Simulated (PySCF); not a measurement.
# Two-component Hartree-Fock for Eu⁵¹⁺ (europium, charge +51)

Start: [Ne] 3s2. Calculated with PySCF 2.14 in an even-tempered Gaussian basis (18 s from 4.7 bohr⁻², ratio 2.6; 14 p from 6.2 bohr⁻², ratio 2.6; 6 d from 6.3 bohr⁻², ratio 2.8; 4 f from 87 bohr⁻², ratio 2.8): generalised Hartree-Fock with the X2C-1e Hamiltonian and a Gaussian nucleus; spin-orbit coupling (SO) screened by Boettger's factors.

```csv
spinor shell,electrons,"ε, screened SO (eV)",weight of nominal j (screened SO),"rms radius, screened SO (bohr)"
1s1/2,2,-52539.0,1.000,0.0254
2s1/2,2,-11679.4,1.000,0.101
2p1/2,2,-11288.7,1.000,0.0863
2p3/2,4,-10615.0,1.000,0.0922
3s1/2,2,-4731.0,1.000,0.241
```

| quantity | screened SO |
| --- | --- |
| E (hartree) | -8123.14409 |
| M_J | 0 |
| ⟨J²⟩ | 0.000 |
| ⟨L²⟩ | 0.017 |
| ⟨S²⟩ | 0.017 |

Breit and QED terms are absent; they matter most for the inner s and p1/2 levels.

Densities and radii are taken from the X2C orbitals without a picture-change correction, which distorts them close to the nucleus.
